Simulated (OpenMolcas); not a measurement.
3s² 3p along the 13-electron sequence

| Quantity | Value |
| --- | --- |
| Program | OpenMolcas |
| Method | SS-CASPT2, IPEA 0.25 Eh, imaginary shift 0.1 Eh |
| Basis | ANO-RCC-VQZP |
| Scalar Hamiltonian | DKH2, point nucleus |
| Spin-orbit coupling | RASSI with atomic mean-field integrals over the reference wave functions, term energies averaged over their components |

Active space for each ion: 3 electrons in 8 orbitals (3s 3p 4s 4p); closed shells correlated by CASPT2: 2s 2p.

Computed levels in cm-1 above ²P°_1/2:

```json
{"Level": "²P°_3/2", "P2+": "484", "S3+": "828", "Cl4+": "1329", "Ar5+": "2010"}
{"Level": "weight of ²P° in the lowest level (%)", "P2+": "100", "S3+": "100", "Cl4+": "100", "Ar5+": "100"}
```

Measured, with the error of the calculation in %. Measured levels: P2+ from Martin, Zalubas and Musgrove, J. Phys. Chem. Ref. Data 14, 751 (1985); S3+ from NIST levels in Podobedova, Kelleher and Wiese, J. Phys. Chem. Ref. Data 38, 171 (2009); Ar5+ from Saloman, J. Phys. Chem. Ref. Data 39, 033101 (2010).

```json
{"Level": "²P°_3/2", "P2+": "559 (-13.5)", "S3+": "951 (-13.0)", "Ar5+": "2208 (-9.0)"}
```

The fine-structure level ²P°_3/2 changes by a factor of 4.15 from P2+ to Ar5+. Its fourth root runs 4.69, 5.36, 6.04, 6.70, with steps per unit of Z of 0.67, 0.67, 0.66; equal steps would mean a (Z - σ)^4 law with constant σ.

Over all roots computed the reference weight is 0.86 to 0.99 in P2+, 0.88 to 0.99 in S3+, 0.89 to 0.99 in Cl4+, 0.90 to 0.99 in Ar5+; the roots of lowest weight are the least certain, and an intruder state may touch them. The run also gave levels led by 3s² 4p, which use shells meant for correlation; these and all levels above them are left out (holds for P2+). Active for correlation alone: 4p 4s; no level in the range computed is led by a configuration that fills them, so any true level of that kind is missing (holds for S3+; Cl4+; Ar5+). Measured partners are found by configuration, term and J. A level has none where our copy of the source lacks it or the pairing is in doubt (some pairs that miss far off the trend of their configuration count as doubtful), and it then counts in no deviation. Only configurations of the active space appear.

° marks odd parity.
